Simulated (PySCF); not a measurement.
# Mayer bond orders and bond lengths

Species: C₄H₄FNO₃S.
SMILES with atom numbers: `[CH3:1][S:2](=[O:3])(=[O:4])[c:5]1[cH:6][o:7][c:8]([F:9])[n:10]1` (hydrogens: H11, H12, H13 on C1; H14 on C6)

Cartesian coordinates in Å at the GFN2-xTB level; atoms count from 1:
```
atom  x, y, z in Å
C1    -1.8865    0.9939   -0.4967
S2    -1.3294   -0.5963    0.1378
O3    -1.7736   -0.7858    1.4880
O4    -1.6044   -1.6345   -0.8110
C5     0.4572   -0.3886    0.1936
C6     1.4120   -1.1185    0.8255
O7     2.6189   -0.5785    0.5250
C8     2.3197    0.4439   -0.2718
F9     3.3065    1.1670   -0.7256
N10    1.0691    0.6189   -0.5116
H11   -2.9401    0.9066   -0.7322
H12   -1.7214    1.7355    0.2732
H13   -1.3049    1.2089   -1.3832
H14    1.3762   -1.9730    1.4669
```

Bond orders from the PBE0/pcSseg-1 density (PySCF). The structure is a single GFN2-xTB conformer in the gas phase; no vibrational or solvent corrections.

**Question.** Where do the orders between heavy atoms depart from those drawn in the SMILES?

**Answer.** The largest departure is 0.483, at C6–O7 (drawn aromatic, 1.017), counting aromatic bonds as 1.5. Drawn single, order below 0.88: S2–C5 (0.771). The bonds drawn aromatic range from 1.02 to 1.69.

**Question.** Give the Mayer order of every bond, beside its length.

**Answer.** 
| bond | drawn as | length (Å) | Mayer order |
| --- | --- | --- | --- |
| C1–S2 | single | 1.800 | 0.940 |
| S2–O3 | double | 1.434 | 1.758 |
| S2–O4 | double | 1.433 | 1.767 |
| S2–C5 | single | 1.799 | 0.771 |
| C5–C6 | aromatic | 1.358 | 1.636 |
| C6–O7 | aromatic | 1.356 | 1.017 |
| O7–C8 | aromatic | 1.330 | 1.144 |
| C8–F9 | single | 1.305 | 1.079 |
| C8–N10 | aromatic | 1.285 | 1.686 |
| N10–C5 | aromatic | 1.374 | 1.197 |
| C1–H11 | single | 1.083 | 0.935 |
| C1–H12 | single | 1.082 | 0.936 |
| C1–H13 | single | 1.082 | 0.925 |
| C6–H14 | single | 1.069 | 0.983 |

Bonds between the same two heavy elements. C–S: lowest S2–C5 (0.771, 1.799 Å), highest C1–S2 (0.940, 1.800 Å). O–S: all 2 within 0.02 of one another (1.758 to 1.767). C–O: lowest C6–O7 (1.017, 1.356 Å), highest O7–C8 (1.144, 1.330 Å). C–N: lowest N10–C5 (1.197, 1.374 Å), highest C8–N10 (1.686, 1.285 Å).

**Question.** Sum the orders of all bonds at each heavy atom with more than one neighbour and set the sums beside the valence in the SMILES.

**Answer.** C1 3.736 (drawn 4), S2 5.236 (drawn 6), C5 3.604 (drawn 4), C6 3.636 (drawn 4), O7 2.161 (drawn 2), C8 3.909 (drawn 4), N10 2.883 (drawn 3). Orders between atoms that aren't bonded are not in these sums.

For a closed shell the Mayer order of atoms A and B is Σ (PS)μν (PS)νμ over the basis functions μ on A and ν on B, with P the density and S the overlap matrix.

The run behind these numbers computed NMR shieldings as well. Time: 54 s of wall time. Hardware: one thread of an Arm Neoverse N1, no GPU, shared host.
